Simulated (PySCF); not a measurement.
## Orbital picture of SnN⁺

PBEsol at R = 2.117 Å; basis Sn def2-TZVPPD with ECP28, N def2-TZVPPD; scalar-relativistic core potentials; PySCF 2.14. State: ³Σ⁻ (triplet), unpaired electrons π ↑↑. Only the outer orbitals are listed, counted within each symmetry, core potentials removing the inner ones.

```csv
spin,orbital,occ.,ε (eV),on Sn (%),main shells (%)
α,5σ,1,-25.41,10,87 N s
α,6σ,1,-17.75,82,"82 Sn s, 9 N p, 8 N s"
α,3π,1,-13.94,11,"88 N p, 9 Sn p"
α,3π,1,-13.94,11,"88 N p, 9 Sn p"
α,7σ,1,-12.97,35,"62 N p, 25 Sn p, 9 Sn s"
α,4π,0,-9.96,91,"90 Sn p, 9 N p"
α,4π,0,-9.96,91,"90 Sn p, 9 N p"
α,8σ,0,-6.91,90,"79 Sn p, 16 N p"
β,5σ,1,-22.94,18,"78 N s, 13 Sn s"
β,6σ,1,-17.24,81,"79 Sn s, 14 N s"
β,7σ,1,-12.11,37,"57 N p, 32 Sn p"
β,3π,0,-11.38,50,"50 N p, 48 Sn p"
β,3π,0,-11.38,50,"50 N p, 48 Sn p"
β,4π,0,-8.98,56,"52 Sn p, 45 N p"
```

Task: Which are the highest filled and the lowest empty level, where do they sit, and how wide is the gap?

Result: Highest filled β 7σ at -12.11 eV (in %: 57 N p, 32 Sn p); lowest empty β 3π at -11.38 eV (in %: 50 N p, 48 Sn p); the gap at PBEsol is 0.73 eV.

```
bond order (Mayer)                                                                                                : 1.22
⟨S²⟩                                                                                                              : 2.008
charge on Sn (Mulliken, basis-dependent)                                                                          : 1.16
charge on Sn (Löwdin, basis-dependent)                                                                            : 1.20
dipole moment (positive dipole points towards N; it is taken about the centre of mass and depends on that origin) : -1.50 D
```

Spin–orbit coupling is left out. The state was picked by a PBE0 search and need not be the measured ground state.
